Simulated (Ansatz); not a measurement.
Cost and result up the ladder for `C[Si](C)(C)C#Cc1sc(-c2sc(-c3sc(C#C[Si](C)(C)C)c4c3OCCO4)c3c2OCCO3)c2c1OCCO2` (69 atoms). Charge 0, multiplicity 1. Geometry: PBE-D4/def2-SVP.

Cartesian coordinates in Å:
```
C -3.860 -3.467 -8.747
Si -5.009 -2.381 -7.707
C -5.601 -0.898 -8.723
C -6.486 -3.396 -7.100
C -4.085 -1.749 -6.244
C -3.452 -1.320 -5.268
C -2.740 -0.841 -4.161
S -2.495 -1.834 -2.722
C -1.594 -0.566 -1.904
C -1.026 -0.737 -0.601
S -0.080 0.513 0.196
C 0.249 -0.507 1.592
C 1.061 -0.018 2.673
S 2.396 1.077 2.362
C 2.817 1.190 4.070
C 3.868 1.999 4.519
C 4.799 2.718 4.910
Si 6.185 3.788 5.485
C 7.582 2.692 6.138
C 6.789 4.814 4.014
C 5.554 4.922 6.862
C 1.955 0.384 4.823
C 0.965 -0.284 4.041
O -0.004 -1.062 4.603
C 0.348 -1.478 5.923
C 0.850 -0.299 6.748
O 2.033 0.266 6.175
C -0.368 -1.750 1.439
C -1.092 -1.868 0.217
O -1.764 -3.000 -0.142
C -1.358 -4.139 0.623
C -1.251 -3.787 2.101
O -0.259 -2.783 2.321
C -1.508 0.562 -2.724
C -2.145 0.414 -3.987
O -2.164 1.401 -4.923
C -1.784 2.670 -4.382
C -0.567 2.544 -3.473
O -0.858 1.705 -2.352
H -4.392 -3.860 -9.639
H -3.491 -4.331 -8.158
H -2.979 -2.891 -9.096
H -6.271 -0.250 -8.124
H -4.742 -0.283 -9.060
H -6.157 -1.237 -9.621
H -7.169 -2.776 -6.485
H -7.063 -3.799 -7.959
H -6.151 -4.252 -6.480
H 7.956 2.013 5.345
H 8.433 3.311 6.493
H 7.232 2.068 6.985
H 7.144 4.159 3.193
H 7.628 5.474 4.317
H 5.975 5.452 3.615
H 6.369 5.577 7.234
H 5.170 4.329 7.717
H 4.730 5.568 6.497
H 1.132 -2.269 5.874
H -0.566 -1.910 6.375
H 1.118 -0.619 7.774
H 0.056 0.479 6.813
H -2.123 -4.922 0.456
H -0.376 -4.512 0.250
H -2.238 -3.432 2.478
H -0.943 -4.672 2.692
H -2.636 3.106 -3.809
H -1.563 3.329 -5.244
H 0.292 2.123 -4.045
H -0.275 3.531 -3.065
```

Ansatz on 4 threads of AMD EPYC 7R13 on a shared host and a share (37 GiB) of an NVIDIA H100 80GB HBM3. Times are rough, and most runs start from the orbitals of an earlier one. PBE0-D4/def2-TZVP serves as the yardstick here, not as an exact answer. Differences are given only for rows in sets of like size (and for xTB, whose basis is part of the method), since another set adds its own error. Binding counts from free atoms at the same level (C triplet, Si triplet, S triplet, O triplet, H doublet; other spins of the atoms weren't run), without zero-point energy or a counterpoise term.

Single mean-field runs in def2-SVP, def2-TZVP are fitted with def2-universal-jkfit.

```json
{"level": "PBE-D4/def2-SVP", "functions": "716", "wall time": "8.5 s", "binding energy per atom (eV)": "4.93", "difference from PBE0-D4/def2-TZVP (eV)": "–"}
{"level": "PBE0-D4/def2-SVP", "functions": "716", "wall time": "9.5 s", "binding energy per atom (eV)": "4.81", "difference from PBE0-D4/def2-TZVP (eV)": "–"}
{"level": "PBE-D4/def2-TZVP (with forces)", "functions": "1419", "wall time": "16 s", "binding energy per atom (eV)": "4.87", "difference from PBE0-D4/def2-TZVP (eV)": "0.12"}
{"level": "r2SCAN-D4/def2-TZVP", "functions": "1419", "wall time": "19 s", "binding energy per atom (eV)": "4.72", "difference from PBE0-D4/def2-TZVP (eV)": "-0.03"}
{"level": "PBE0-D4/def2-TZVP (with forces)", "functions": "1419", "wall time": "21 s", "binding energy per atom (eV)": "4.75", "difference from PBE0-D4/def2-TZVP (eV)": "0.00"}
```
